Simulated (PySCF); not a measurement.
## r²SCAN beside CCSD(T) along the fifth-period p block: bonds to Tl

r²SCAN and CCSD(T) in PySCF with def2-SVP on every atom (core potentials on In, Sn, Sb, Te, I, Tl), for the lowest determinant that a PBE0 search found; no spin–orbit coupling.

```tsv
molecule	state (unpaired electrons)	r²SCAN Re (Å)	r²SCAN ωe (cm⁻¹)	r²SCAN De (eV)	CCSD(T) Re (Å)	CCSD(T) ωe (cm⁻¹)	CCSD(T) De (eV)
TlIn	triplet (σ ↑, π ↑)	3.094	96.8	1.31	3.101	101	1.02
TlSn	quartet (σ ↑, π ↑↑)	2.906	124	2.07	?	?	?
TlSb	triplet (π ↑↑)	3.022	123	1.63	3.055	119	1.18
TlTe	doublet (π ↑)	2.929	138	2.60	2.948	137	2.20
TlI	singlet (closed shell)	2.869	150	3.63	2.883	150	3.23
```

Question: Estimate the CCSD(T) values of TlSn by adding the mean shift from r²SCAN to CCSD(T) of the other rows, and compare with the calculation.

Answer: The mean shifts are +1.8 pm, -0 cm⁻¹ and -0.38 eV, which give 2.924 Å, 124 cm⁻¹ and 1.68 eV. CCSD(T)/def2-SVP gives Re = 2.936 Å, ωe = 125 cm⁻¹, De = 1.72 eV.

Question: What are the mean differences of r²SCAN from CCSD(T) over the whole series?

Answer: Re -2.1 pm, ωe -0 cm⁻¹, De +0.38 eV.

In a basis of this size CCSD(T) is itself not converged; it tends to give bonds that are too long and too weak.

Correlated steps freeze 8 core orbitals. Correlated levels converge slowly with the basis: in double zeta they bind strong bonds too weakly, by up to about 1 eV, and carry superposition errors of some tenths. These are scalar-relativistic numbers at best; spin–orbit coupling would shift them, the dissociation energy most. Where the molecule has an RHF reference, its open-shell atoms are computed with UHF. States were picked by a PBE0 search and need not be the measured ground states.
